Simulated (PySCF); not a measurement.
# Continuum solvent and chemical shifts

Numbering as in the mapped SMILES `[CH2:1]=[CH:2][CH2:3][CH:4]1[CH2:5][CH2:6][CH2:7][CH2:8]1`; H(Xn) means a hydrogen on atom n. Ha(C1) is cis to C3; Ha(C5), Ha(C6), Ha(C7), Ha(C8) are cis to C3 on the ring; Hb(C1) is trans to C3; Hb(C5), Hb(C6), Hb(C7), Hb(C8) are trans to C3 on the ring.

GIAO PBE0/pcSseg-1 in PySCF 2.14 on one PBE0-D3(BJ)/def2-SVP conformer, non-relativistic, equivalent nuclei averaged. Solvents enter as an IEF-PCM continuum (chloroform with ε = 4.7, dimethylsulfoxide with ε = 46.8) around the gas-phase geometry. Shifts are referred to TMS computed in the same medium.

In chloroform, δ in ppm: C2 151.3, C1 122.3, C3 44.1, C4 43.4, C5/C8 36.3, C6/C7 25.8, H(C2) 6.13, Ha(C1) 5.36, Hb(C1) 5.27, H(C3) 2.02, Ha(C6)/Ha(C7) 1.62, Hb(C5)/Hb(C8) 1.61, Hb(C6)/Hb(C7) 1.55, H(C4) 1.45. Dipole moment 0.52 D.

Task: How does each δ change in the more polar medium?

Result: 
```tsv
atoms	environment	Δδ, dimethylsulfoxide
C2	alkene CH	+1.0
C1	terminal =CH2 carbon	0.0
C3	allylic sp3 CH2	+0.1
C4	sp3 CH in a ring	+0.2
C5/C8	sp3 CH2 in a ring	+0.1
C6/C7	sp3 CH2 in a ring	+0.2
H(C2)	hydrogen on an alkene CH	+0.06
Ha(C1)	hydrogen on a terminal =CH2 carbon	+0.02
Hb(C1)	hydrogen on a terminal =CH2 carbon	+0.02
H(C3)	hydrogen on an allylic sp3 CH2	+0.02
Ha(C6)/Ha(C7)	hydrogen on an sp3 CH2 in a ring	0.00
Hb(C5)/Hb(C8)	hydrogen on an sp3 CH2 in a ring	-0.02
Hb(C6)/Hb(C7)	hydrogen on an sp3 CH2 in a ring	0.00
H(C4)	hydrogen on an sp3 CH in a ring	+0.04
```

Changes are relative to chloroform. The dipole moment becomes 0.59 D in dimethylsulfoxide.

Task: Which nuclei move most (in ppm), and what does the model miss?

Result: C2 (alkene CH, +1.0 ppm) in dimethylsulfoxide. A continuum only polarises the solute; specific hydrogen bonds, the anisotropy of aromatic solvents and changes of geometry or conformer are outside it.
